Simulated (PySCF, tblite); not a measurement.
Isomers of C6H12N2Si, one GFN2-xTB conformer each. Single-point energies are computed at PBE0/pcSseg-1 (PySCF, gas phase, no added dispersion term), electronic only.

```json
{"SMILES": "C1=N[Si@H](NC2CCC2)C1", "GFN2-xTB relative energy (kcal/mol)": "0.0"}
{"SMILES": "C#CC[C@@H](CN=C)N[SiH3]", "GFN2-xTB relative energy (kcal/mol)": "23.8"}
```

Conformers: `[CH:1]1=[N:2][Si@H:3]([NH:4][CH:5]2[CH2:6][CH2:7][CH2:8]2)[CH2:9]1` with N2–Si3–N4–C5 174°, Si3–N4–C5–C6 105°, C1–N2–Si3–N4 123°, N4–C5–C6–C7 131°, C5–C6–C7–C8 -12°, C6–C7–C8–C5 12°; `[CH:1]#[C:2][CH2:3][C@@H:4]([CH2:5][N:6]=[CH2:7])[NH:8][SiH3:9]` with C2–C3–C4–C5 66°, C3–C4–C5–N6 -178°, C4–C5–N6–C7 119°, C3–C4–N8–Si9 -41°.

What does PBE0/pcSseg-1 give for the same structures?

```csv
SMILES,PBE0/pcSseg-1 E (Eh),PBE0/pcSseg-1 (kcal/mol),GFN2-xTB (kcal/mol),point group
C1=N[Si@H](NC2CCC2)C1,-634.24117,0.0,0.0,C1
C#CC[C@@H](CN=C)N[SiH3],-634.17081,44.1,23.8,C1
```

Both levels put the same isomer lowest. As drawn, the lower has a four-membered ring and an Si–C bond, which the higher lacks; the higher has a C≡C bond, which the lower lacks.

Which frontier levels, dipoles and rotational constants go with these structures?

| SMILES | HOMO (eV, PBE0/pcSseg-1) | LUMO (eV) | dipole (D) | A, B, C (MHz) |
| --- | --- | --- | --- | --- |
| C1=N[Si@H](NC2CCC2)C1 | -6.53 | -0.18 | 2.77 | 4341, 640.5, 601.4 |
| C#CC[C@@H](CN=C)N[SiH3] | -6.78 | -0.40 | 1.82 | 1318, 1068, 628.8 |

What happens when harmonic zero-point energies from GFN2-xTB frequencies are added?

```json
{"SMILES": "C1=N[Si@H](NC2CCC2)C1", "ZPE (kcal/mol)": "107.5", "electronic (kcal/mol)": "0.0", "with ZPE (kcal/mol)": "0.0"}
{"SMILES": "C#CC[C@@H](CN=C)N[SiH3]", "ZPE (kcal/mol)": "101.5", "electronic (kcal/mol)": "44.1", "with ZPE (kcal/mol)": "38.1"}
```

The zero-point energies span 6.0 kcal/mol. The order is unchanged.
